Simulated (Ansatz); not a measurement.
```yaml
crystal:
  periodic: [false, false, false]
  atoms:
    - {symbol: C, position_ang: [0.342673, -1.127691, 0.766669]}
    - {symbol: O, position_ang: [0.707516, 0.034431, -0.002014]}
    - {symbol: Al, position_ang: [-0.625343, 1.224942, -0.670139]}
    - {symbol: F, position_ang: [-1.730621, 0.147112, -1.267963]}
    - {symbol: F, position_ang: [0.336761, 1.992519, -1.774751]}
    - {symbol: F, position_ang: [-1.088663, 2.020574, 0.698426]}
    - {symbol: H, position_ang: [1.236981, -1.543688, 1.228072]}
    - {symbol: H, position_ang: [-0.154833, -1.859000, 0.130321]}
    - {symbol: H, position_ang: [-0.340660, -0.778923, 1.537379]}
    - {symbol: H, position_ang: [1.399289, -0.161378, -0.642999]}
basis:
  gaussian: {orbitals: cc-pVTZ}
hamiltonian: {xc: {name: BHLYP}, dispersion: d3bjatm}
output: {forces: true}
```

```sh
$ ansatz run in.yaml --threads 4 --pin off --events-out ev --progress --plain --max-ram 10444MiB
```

Output, abridged:

```
Functional definition: BHLYP
1460 factors; their error is unknown
mean field evaluation 1: about -17897.7589 eV, gradient 6.7e1 eV
mean field evaluation 2: about -17896.8205 eV, gradient 7.6e1 eV
mean field evaluation 4: about -17904.1755 eV, gradient 1.6e0 eV
mean field evaluation 8: about -17904.1819 eV, gradient 2.1e-2 eV
mean field evaluation 16: about -17904.2534 eV, gradient 6.7e-5 eV
mean field -17904.25344103 eV, -657.9691780188 hartree, gradient 6.7e-5 eV, S^2 0.000000; 0 other end points of the search recorded, 0 dependent functions left out
reference -17904.25362325 eV, -657.9691847155 hartree; 29, 29 occupied and 211, 211 virtual orbitals, 1460 factors
Total energy: -17904.48369853 eV, -657.9776398259 hartree
Atom 0 at     0.342673    -1.127691     0.766669 Å, force    -0.087650    -0.163864     0.188614 eV/Å
Atom 1 at     0.707516     0.034431    -0.002014 Å, force     0.206844    -0.200376    -0.382210 eV/Å
Atom 2 at    -0.625343     1.224942    -0.670139 Å, force     0.102984    -0.042121     0.042429 eV/Å
Atom 3 at    -1.730621     0.147112    -1.267963 Å, force     0.066496     0.043527     0.041212 eV/Å
Atom 4 at     0.336761     1.992519    -1.774751 Å, force    -0.057762    -0.040778     0.051958 eV/Å
Atom 5 at    -1.088663     2.020574     0.698426 Å, force     0.016280    -0.044241    -0.065595 eV/Å
Atom 6 at     1.236981    -1.543688     1.228072 Å, force    -0.280023     0.143564    -0.164369 eV/Å
Atom 7 at    -0.154833    -1.859000     0.130321 Å, force     0.170793     0.260903     0.186331 eV/Å
Atom 8 at    -0.340660    -0.778923     1.537379 Å, force     0.216095    -0.102220    -0.250515 eV/Å
Atom 9 at     1.399289    -0.161378    -0.642999 Å, force    -0.354057     0.145605     0.352145 eV/Å
Dipole moment:     0.742273    -0.980968     0.370486 e Å
```

Hardware: 4 threads of an Arm Neoverse N1 on a shared host. Wall time 6.5 s, peak host memory 0.67 GiB.
